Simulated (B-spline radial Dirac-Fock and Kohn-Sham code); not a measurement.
## Nd 4d3/2: cross section and angular parameters

System: the Nd atom in the configuration [Xe] 4f4 6s2; threshold 120.5 eV (tabulated edge). Level of theory: Dirac-Hartree-Slater photoionisation with a Latter tail; cross sections with all multipoles, angular parameters from the dipole term and its interference with E2; a radial finite-basis atomic code.

The run's input, task.json:

```json
{"items": [{
  "Z": 60,
  "q": 0,
  "cfg": [[1, 0, 2], [2, 0, 2], [2, 1, 6], [3, 0, 2], [3, 1, 6], [3, 2, 10], [4, 0, 2], [4, 1, 6], [4, 2, 10], [4, 3, 4], [5, 0, 2], [5, 1, 6], [6, 0, 2]],
  "A": 142,
  "rrms": 4.9123,
  "do": "xps",
  "hv": [60.5, 80, 87.1, 100, 111.0, 154.0, 163.0, 181.0, 200, 258.0, 300, 369.0, 497.0, 747.0, 783.0, 800, 1200.0, 1450.0, 2000, 2210.0, 2420.0, 2480.0, 2780.0, 3170.0, 4000, 5040.0, 5414.7, 7470.0, 8400.0, 13300.0],
  "edges": {"K": 43569.0, "L1": 7126.0, "L2": 6722.0, "L3": 6208.0, "M1": 1575.0, "M2": 1403.0, "M3": 1297.0, "M4": 1003.3, "M5": 980.4, "N1": 319.2, "N2": 243.3, "N3": 224.6, "N4": 120.5, "N5": 120.5}
}]}
```

Run with: `python xray2_run.py task.json out`

For linearly polarised light dσ/dΩ = σ/(4π) [1 + β P₂(cos θ) + (δ + γ cos²θ) sin θ cos φ], with θ from the polarisation vector and φ the angle between the beam and the projection of the electron momentum on the plane normal to the polarisation.

```csv
hν (eV),σ (kb),β,γ,δ
154,404,1.283,-0.015,-0.005
163,274,1.363,-0.098,0.008
181,164,0.435,-0.373,0.086
200,156,-0.713,-0.447,0.154
258,260,-0.545,-0.036,0.111
300,311,-0.092,0.094,0.068
369,331,0.372,0.133,0.028
497,283,0.803,0.065,0.003
747,171,1.140,-0.030,0.003
783,159,1.166,-0.034,0.004
800,154,1.177,-0.035,0.005
1200,71.6,1.322,0.009,0.019
1450,47.3,1.352,0.074,0.026
2000,21.7,1.359,0.245,0.041
2210,16.8,1.352,0.310,0.046
2420,13.2,1.341,0.374,0.052
2480,12.4,1.338,0.392,0.053
2780,9.09,1.320,0.479,0.060
3170,?,?,?,?
4000,3.19,1.235,0.784,0.090
5040,1.57,1.163,0.992,0.117
5414.7,1.25,1.139,1.057,0.126
7470,0.437,1.021,1.350,0.180
8400,0.293,0.976,1.455,0.204
13300,0.0577,0.790,1.831,0.328
```

**Question.** Give the values at 3170 eV.

**Answer.** σ = 6.29 kb, β = 1.294, γ = 0.585, δ = 0.070.

Values without a named source are computed, but for edge energies of neutral atoms, which are taken from tables.
